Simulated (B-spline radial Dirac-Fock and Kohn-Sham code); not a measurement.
# The Ba atom: differential elastic cross section for electrons at 1 keV

The computed values come from an atomic code on a B-spline grid: relativistic (Dirac) partial waves in the static field of the Dirac-Fock atom with Furness-McCarthy exchange, without polarisation or absorption potentials.

| θ (°) | dσ/dΩ (a₀²/sr) | Sherman function |
| --- | --- | --- |
| 0 | 535 | 0.000 |
| 1 | 491 | 0.000 |
| 2 | 386 | 0.000 |
| 3 | 270 | 0.000 |
| 5 | 117 | 0.000 |
| 7 | 54.7 | 0.000 |
| 10 | 21.8 | 0.000 |
| 15 | 6.66 | -0.001 |
| 20 | 2.97 | -0.004 |
| 25 | 1.60 | -0.005 |
| 30 | 0.956 | -0.004 |
| 40 | 0.464 | 0.014 |
| 50 | 0.282 | 0.031 |
| 60 | 0.173 | 0.016 |
| 70 | 0.104 | -0.044 |
| 80 | 0.0809 | -0.091 |
| 90 | 0.0994 | -0.039 |
| 100 | 0.119 | 0.025 |
| 110 | 0.0984 | 0.079 |
| 120 | 0.0393 | 0.176 |
| 130 | 0.00550 | 0.009 |
| 140 | 0.0798 | -0.117 |
| 150 | 0.298 | -0.055 |
| 160 | 0.605 | -0.028 |
| 170 | 0.876 | -0.012 |
| 180 | 0.984 | 0.000 |

Problem. What integrated cross sections go with this distribution?

Solution. The total elastic cross section is 14.6 a₀², the first transport cross section 2.26 a₀² and the second, weighted with (3/2) sin²θ, 2.14 a₀². The mean deflection is ⟨1 − cos θ⟩ = 0.155, and 6.6 % of the collisions scatter beyond 90°.

On this grid of angles the cross section has minima near 80°, 130°, from interference among the few low partial waves with large phase shifts.
